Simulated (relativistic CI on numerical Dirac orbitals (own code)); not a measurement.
Electric-dipole lines of Yb XXII

Calculated at this level of theory: Dirac-Coulomb-Breit CI, separate exchange-only KLI orbitals for each configuration, model QED (radiative potential, 1s self-energy scaled to tabulated hydrogen-like ionisation energies), unscaled Slater integrals (own radial code, finite nucleus).

CI space (outside the closed core [Ar] 3d10 4s2): 4p6 4d10 4f3, 4p6 4d10 4f2 5s, 4p6 4d10 4f 5s2, 4p6 4d10 4f2 5p, 4p6 4d9 4f4, 4p6 4d10 4f 5s 5p, 4p6 4d10 4f 5p2, 4p6 4d10 4f 5s 5d, 4p6 4d10 4f2 5d, 4p6 4d10 4f 5p 5d, 4p5 4d10 4f4, 4p6 4d9 4f2 5s2, 4p6 4d10 4f2 5f, 4p6 4d10 4f 5d2, 4p6 4d10 4f2 6s, 4p6 4d10 4f2 6p. Levels of other configurations are missing.

```tsv
λ vac (Å)	Lower	Upper	A (s⁻¹)	gf	Branching (%)
69.208	4p6 4d10 4f3 4I°_9/2 [1]	4p6 4d10 4f2 5d 4H_7/2 [189]	4.40e+10	2.53e-01	26.6
69.508	4p6 4d10 4f3 4I°_11/2 [2]	4p6 4d10 4f2 5d 4H_9/2 [198]	1.13e+11	8.16e-01	46.6
69.771	4p6 4d10 4f3 4I°_11/2 [2]	4p6 4d10 4f2 5d 4H_9/2 [190]	1.24e+11	9.07e-01	37.1
69.776	4p6 4d10 4f3 4I°_9/2 [1]	4p6 4d10 4f2 5d 4H_7/2 [171]	2.60e+11	1.52e+00	57.2
70.026	4p6 4d10 4f3 4I°_11/2 [2]	4p6 4d10 4f2 5d 4I_11/2 [181]	9.07e+10	8.00e-01	34.3
70.186	4p6 4d10 4f3 4I°_9/2 [1]	4p6 4d10 4f2 5d 4I_9/2 [164]	1.38e+11	1.02e+00	45.4
71.250	4p6 4d10 4f3 4F°_3/2 [4]	4p6 4d10 4f2 5d 4G_5/2 [172]	6.81e+10	3.11e-01	27.1
163.30	4p6 4d10 4f2 5p 4I°_9/2 [66]	4p6 4d10 4f2 5d 4K_11/2 [167]	1.32e+11	6.34e+00	78.7
163.51	4p6 4d10 4f2 5p 4I°_11/2 [69]	4p6 4d10 4f2 5d 4K_13/2 [193]	1.08e+11	6.04e+00	65.8
164.04	4p6 4d10 4f2 5p 4G°_5/2 [68]	4p6 4d10 4f2 5d 4H_7/2 [189]	8.78e+10	2.83e+00	53.1
164.37	4p6 4d10 4f2 5p 4H°_7/2 [67]	4p6 4d10 4f2 5d 4H_7/2 [171]	8.85e+10	2.87e+00	19.5
164.42	4p6 4d10 4f2 5p 4I°_9/2 [66]	4p6 4d10 4f2 5d 4I_9/2 [164]	7.73e+10	3.13e+00	25.5
164.54	4p6 4d10 4f2 5p 4H°_9/2 [70]	4p6 4d10 4f2 5d 4H_9/2 [190]	5.43e+10	2.20e+00	16.2
165.66	4p6 4d10 4f2 5p 4I°_11/2 [69]	4p6 4d10 4f2 5d 4I_11/2 [181]	7.02e+10	3.47e+00	26.6
165.97	4p6 4d10 4f2 5p 4H°_9/2 [70]	4p6 4d10 4f2 5d 4I_11/2 [181]	5.41e+10	2.68e+00	20.4
166.67	4p6 4d10 4f2 5p 4H°_7/2 [67]	4p6 4d10 4f2 5d 4I_9/2 [164]	5.67e+10	2.36e+00	18.7
221.43	4p6 4d10 4f2 5s 2I_11/2 [61]	4p6 4d10 4f2 5p 2H°_9/2 [130]	4.98e+10	3.66e+00	98.5
221.68	4p6 4d10 4f2 5s 2H_11/2 [53]	4p6 4d10 4f2 5p 2G°_9/2 [117]	2.42e+10	1.78e+00	49.3
225.66	4p6 4d10 4f2 5s 4H_7/2 [42]	4p6 4d10 4f2 5p 4G°_5/2 [93]	4.38e+10	2.01e+00	90.9
226.43	4p6 4d10 4f2 5s 4F_9/2 [50]	4p6 4d10 4f2 5p 4G°_11/2 [110]	2.17e+10	2.00e+00	45.7
226.45	4p6 4d10 4f2 5s 2I_13/2 [60]	4p6 4d10 4f2 5p 2K°_15/2 [128]	4.81e+10	5.91e+00	100.0
227.51	4p6 4d10 4f2 5s 4P_3/2 [59]	4p6 4d10 4f2 5p 4D°_5/2 [126]	3.95e+10	1.84e+00	82.3
228.58	4p6 4d10 4f2 5s 4H_13/2 [49]	4p6 4d10 4f2 5p 2I°_13/2 [108]	1.85e+10	2.03e+00	39.8
229.36	4p6 4d10 4f2 5s 2D_5/2 [56]	4p6 4d10 4f2 5p 2F°_7/2 [121]	3.99e+10	2.52e+00	83.4
229.67	4p6 4d10 4f2 5s 4H_13/2 [49]	4p6 4d10 4f2 5p 4I°_15/2 [106]	4.66e+10	5.90e+00	100.0
230.02	4p6 4d10 4f2 5s 4P_5/2 [63]	4p6 4d10 4f2 5p 4D°_7/2 [129]	4.26e+10	2.70e+00	90.1
230.48	4p6 4d10 4f2 5s 4H_9/2 [43]	4p6 4d10 4f2 5p 4I°_11/2 [91]	3.50e+10	3.34e+00	76.4
230.56	4p6 4d10 4f2 5s 2F_7/2 [55]	4p6 4d10 4f2 5p 2F°_7/2 [116]	3.12e+10	1.99e+00	66.9
230.57	4p6 4d10 4f2 5s 4H_11/2 [45]	4p6 4d10 4f2 5p 4I°_13/2 [97]	3.88e+10	4.32e+00	84.4
231.12	4p6 4d10 4f2 5s 2G_9/2 [54]	4p6 4d10 4f2 5p 2H°_11/2 [114]	4.37e+10	4.20e+00	94.7
232.30	4p6 4d10 4f2 5s 2I_11/2 [61]	4p6 4d10 4f2 5p 2H°_11/2 [123]	2.60e+10	2.53e+00	56.7
232.31	4p6 4d10 4f2 5s 2F_7/2 [55]	4p6 4d10 4f2 5p 2F°_5/2 [115]	3.60e+10	1.75e+00	79.0
232.72	4p6 4d10 4f2 5s 4H_7/2 [42]	4p6 4d10 4f2 5p 4H°_7/2 [90]	2.66e+10	1.73e+00	60.1
232.72	4p6 4d10 4f2 5s 4H_7/2 [42]	4p6 4d10 4f2 5p 4H°_9/2 [89]	1.92e+10	1.56e+00	43.0
233.41	4p6 4d10 4f2 5s 2H_9/2 [47]	4p6 4d10 4f2 5p 2H°_11/2 [96]	2.18e+10	2.13e+00	48.4
234.28	4p6 4d10 4f2 5s 2H_11/2 [53]	4p6 4d10 4f2 5p 2I°_13/2 [108]	2.21e+10	2.55e+00	47.6
235.00	4p6 4d10 4f2 5s 4F_9/2 [50]	4p6 4d10 4f2 5p 4G°_11/2 [99]	1.98e+10	1.96e+00	43.7
235.26	4p6 4d10 4f2 5s 4H_9/2 [43]	4p6 4d10 4f2 5p 4H°_9/2 [89]	2.24e+10	1.86e+00	50.1
236.01	4p6 4d10 4f2 5s 2H_9/2 [47]	4p6 4d10 4f2 5p 4G°_9/2 [94]	2.01e+10	1.68e+00	45.5
237.95	4p6 4d10 4f2 5s 2I_13/2 [60]	4p6 4d10 4f2 5p 2I°_13/2 [120]	2.27e+10	2.70e+00	52.2
238.16	4p6 4d10 4f2 5s 2I_11/2 [61]	4p6 4d10 4f2 5p 2I°_13/2 [120]	2.06e+10	2.45e+00	47.4
336.12	4p6 4d10 4f2 5s 4H_13/2 [49]	4p6 4d10 4f2 5p 2I°_13/2 [76]	7.05e+09	1.67e+00	49.7
337.99	4p6 4d10 4f2 5s 4H_13/2 [49]	4p6 4d10 4f2 5p 4G°_11/2 [75]	9.41e+09	1.93e+00	66.3
340.26	4p6 4d10 4f2 5s 4H_11/2 [45]	4p6 4d10 4f2 5p 4H°_9/2 [70]	8.18e+09	1.42e+00	58.3
344.39	4p6 4d10 4f2 5s 4H_7/2 [42]	4p6 4d10 4f2 5p 4I°_9/2 [66]	7.65e+09	1.36e+00	57.1
```

Terms are leading LS components. Brackets give the number of a level in order of energy, since labels repeat. The list gives strong lines, with weight on those to low levels, without lines whose two gauges differ by over a factor of 2.5, among the lowest 200 of 2455 levels, so that lines to higher ones, which can be the strongest, are missing. Levels whose partners in the same complex of configurations lie outside the list can be far off, and so can their lines. Rates are taken at the computed energies, electric ones in the length gauge.

At this charge transitions that keep the count of f electrons are usually good to a few per cent. Terms inside the open d or f shell come out 10 to 20 % too wide with unscaled integrals. Levels that differ in their count of f electrons can be misplaced by several ten thousand cm⁻¹, since the correlation energy of f electrons is missing or only estimated; rates across such gaps can be off by orders of magnitude.

LS names give the leading component of a level, which can be under half, so a name can repeat, a term be missing and a line seem to break the LS rules.
